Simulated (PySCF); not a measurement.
AuCl$_{4}$ (SMILES [Cl][Au-]([Cl])([Cl])[Cl]), charge -1, singlet, at a GFN2-xTB geometry (such geometries of metal compounds can be far from the true shape) (core potentials on Au); DF-PBE0/def2-TZVPPD (PySCF).

Here is a job for PySCF.
```python
from pyscf import gto, scf, dft

mol = gto.M(
    atom='''
Au   -0.000000   -0.000000   -0.000000
Cl    2.102423   -0.854466   -0.001531
Cl    0.854467    2.102417    0.004883
Cl   -2.102423    0.854466    0.001531
Cl   -0.854467   -2.102417   -0.004883
''',
    basis='def2-tzvppd',
    ecp={'Au': 'def2-tzvppd'},
    charge=-1,
    spin=0,
    verbose=4,
    max_memory=1800,
)

mf = dft.RKS(mol)
mf.xc = 'pbe0'
mf = mf.density_fit(auxbasis='def2-universal-jkfit')
mf.kernel()
```

Output, abridged:

```
PySCF version 2.14.0

[INPUT] verbose = 4
[INPUT] num. atoms = 5
[INPUT] num. electrons = 88
[INPUT] charge = -1
[INPUT] spin (= nelec alpha-beta = 2S) = 0
[INPUT] symmetry False subgroup None
[INPUT] Mole.unit = angstrom
[INPUT] Symbol           X                Y                Z      unit          X                Y                Z       unit  Magmom
[INPUT]  1 Au     0.000000000000   0.000000000000   0.000000000000 AA    0.000000000000   0.000000000000   0.000000000000 Bohr   0.0
[INPUT]  2 Cl     2.102423000000  -0.854466000000  -0.001531000000 AA    3.973003667986  -1.614706722753  -0.002893170697 Bohr   0.0
[INPUT]  3 Cl     0.854467000000   2.102417000000   0.004883000000 AA    1.614708612479   3.972992329630   0.009227532666 Bohr   0.0
[INPUT]  4 Cl    -2.102423000000   0.854466000000   0.001531000000 AA   -3.973003667986   1.614706722753   0.002893170697 Bohr   0.0
[INPUT]  5 Cl    -0.854467000000  -2.102417000000  -0.004883000000 AA   -1.614708612479  -3.972992329630  -0.009227532666 Bohr   0.0

nuclear repulsion = 559.254453742193
number of shells = 85
number of NR pGTOs = 373
number of NR cGTOs = 263
basis = def2-tzvppd
ecp = {'Au': 'def2-tzvppd'}

******** <class 'pyscf.df.df_jk.DFRKS'> ********
method = DFRKS
initial guess = minao
damping factor = 0
level_shift factor = 0
DIIS = <class 'pyscf.scf.diis.CDIIS'>
diis_start_cycle = 1
diis_space = 8
diis_damp = 0
SCF conv_tol = 1e-09
SCF conv_tol_grad = None
SCF max_cycles = 50
direct_scf = False
XC library pyscf.dft.libxc version 7.1.2
    S. Lehtola, C. Steigemann, M. J. T. Oliveira, and M. A. L. Marques,  SoftwareX 7, 1–5 (2018)
XC functionals = pbe0
    C. Adamo and V. Barone,  J. Chem. Phys. 110, 6158 (1999)
    M. Ernzerhof and G. E. Scuseria,  J. Chem. Phys. 110, 5029 (1999)
radial grids:
    Treutler-Ahlrichs [JCP 102, 346 (1995); DOI:10.1063/1.469408] (M4) radial grids

becke partition: Becke, JCP 88, 2547 (1988); DOI:10.1063/1.454033
pruning grids: <function nwchem_prune>
grids dens level: 3
symmetrized grids: False
atomic radii adjust function: <function treutler_atomic_radii_adjust>
small_rho_cutoff = 0
Set gradient conv threshold to 3.16228e-05
Initial guess from minao.
tot grids = 99832
******** <class 'pyscf.df.df.DF'> ********
auxbasis = def2-universal-jkfit
init E= -1959.53674857989
  HOMO = -0.611001345967835  LUMO = -0.59364791671333  gap/eV = 0.47221
cycle= 1 E= -1974.89032262735  delta_E= -15.4  |g|= 2.47  |ddm|= 10.5
  HOMO = 0.152082173997238  LUMO = 0.186031466414841  gap/eV = 0.92381
cycle= 2 E= -1951.08779829084  delta_E= 23.8  |g|= 6.54  |ddm|=  126
  HOMO = -0.296568937795501  LUMO = -0.222413545263554  gap/eV = 2.01787
cycle= 3 E= -1975.48378995796  delta_E= -24.4  |g|=  1.7  |ddm|=  126
  HOMO = -0.239548379656687  LUMO = -0.10305410017115  gap/eV = 3.71420
cycle= 4 E= -1976.11288971752  delta_E= -0.629  |g|= 0.637  |ddm|= 1.78
  HOMO = -0.133447302933374  LUMO = 0.0228533107529281  gap/eV = 4.25316
cycle= 5 E= -1976.19245749266  delta_E= -0.0796  |g|= 0.188  |ddm|= 0.648
  HOMO = -0.144388645455653  LUMO = 0.00864468825037079  gap/eV = 4.16425
cycle= 6 E= -1976.19655848206  delta_E= -0.0041  |g|= 0.0739  |ddm|= 0.126
  HOMO = -0.144035009318301  LUMO = 0.0131100929234123  gap/eV = 4.27614
cycle= 7 E= -1976.19780723575  delta_E= -0.00125  |g|= 0.00919  |ddm|= 0.06
  HOMO = -0.142275297293231  LUMO = 0.0143683126713512  gap/eV = 4.26249
cycle= 8 E= -1976.19781992807  delta_E= -1.27e-05  |g|= 0.00725  |ddm|= 0.0109
  HOMO = -0.14211545602142  LUMO = 0.0149519065269743  gap/eV = 4.27402
cycle= 9 E= -1976.19782936113  delta_E= -9.43e-06  |g|= 0.000444  |ddm|= 0.00589
  HOMO = -0.14213607341184  LUMO = 0.0149115004740707  gap/eV = 4.27348
cycle= 10 E= -1976.19782940608  delta_E= -4.5e-08  |g|= 6.84e-05  |ddm|= 0.000404
  HOMO = -0.14213784844013  LUMO = 0.0149066602843533  gap/eV = 4.27340
cycle= 11 E= -1976.19782940699  delta_E= -9.1e-10  |g|= 3.54e-06  |ddm|= 6.84e-05
  HOMO = -0.142138246693143  LUMO = 0.0149058762682301  gap/eV = 4.27339
Extra cycle  E= -1976.19782940699  delta_E=    0  |g|= 5.91e-06  |ddm|= 8.48e-06
converged SCF energy = -1976.19782940699
```
